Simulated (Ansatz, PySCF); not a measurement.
System: SiN, net charge 0, doublet state. 
Coordinates optimised at B3LYP-D3(BJ)/def2-TZVP (Ansatz, a program for electronic structure):
SMILES: N#[Si]
```xyz
2

Si     0.0000     0.0000    -0.5225
N      0.0000     0.0000     1.0450
```
Charge 0, spin multiplicity 2.

Total electronic energies in hartree. Correlated levels leave the core frozen unless marked. Open shells are spin-unrestricted. No spin-orbit coupling. Non-relativistic. CBS marks a two-point X^-3 extrapolation of the correlation energy; Hartree-Fock from the larger set. The program attaches cautions to a run behind MP2/6-31G: large difference. The program attaches cautions to a run behind CCSD(T)/STO-3G: large difference. The program attaches cautions to a run behind CCSD(T)/6-31G: large difference.

The UHF reference is spin-contaminated (<S^2> 0.42 over the pure value in the largest basis). The T1 diagnostic of CCSD in the largest basis is 0.079, which is high, so the coupled-cluster rows are less sure than usual.

```tsv
level	program	energy (Eh)
HF/aug-cc-pV(T+d)Z	Ansatz	-343.30567
HF/def2-QZVPP	Ansatz	-343.31212
BLYP-D4/def2-TZVPD	Ansatz + dftd4	-344.15850
TPSS-D4/def2-TZVPD	PySCF + dftd4	-344.18127
r2SCAN/def2-TZVPD	Ansatz	-344.09097
r2SCAN-D4/def2-TZVPD	Ansatz + dftd4	-344.09116
B3LYP-D3(BJ)/def2-TZVPD	Ansatz + dftd3	-344.17023
B3LYP/def2-TZVPD	Ansatz	-344.16850
PBE0/def2-SVP	Ansatz	-343.78796
PBE0/def2-QZVPP	Ansatz	-343.97004
r2SCANh-D4/def2-TZVPD	Ansatz + dftd4	-344.08277
wB97X/def2-TZVPD	Ansatz	-344.11466
B2GP-PLYP/def2-TZVPD	Ansatz	-343.92929
B2PLYP/def2-TZVPD	Ansatz	___
MP2/6-31G	Ansatz	-343.32620
MP2/def2-TZVPPD	Ansatz	-343.54806
MP2/def2-QZVPP	Ansatz	-343.57565
RI-MP2/aug-cc-pV(Q+d)Z	Ansatz	-343.57444
CCSD(T)/STO-3G	Ansatz	-339.34628
CCSD(T)/6-31G	Ansatz	-343.36950
CCSD(T)/cc-pV(T+d)Z	Ansatz	-343.60319
CCSD(T)/CBS(def2-TZVPP,def2-QZVPP)	Ansatz	-343.6390
CCSD(T)/CBS(def2-TZVPPD,def2-QZVPPD)	Ansatz	-343.6384
```

Question: Some entries are withheld; supply them.

Answer: 
- B2PLYP/def2-TZVPD, energy (Eh): -343.98735
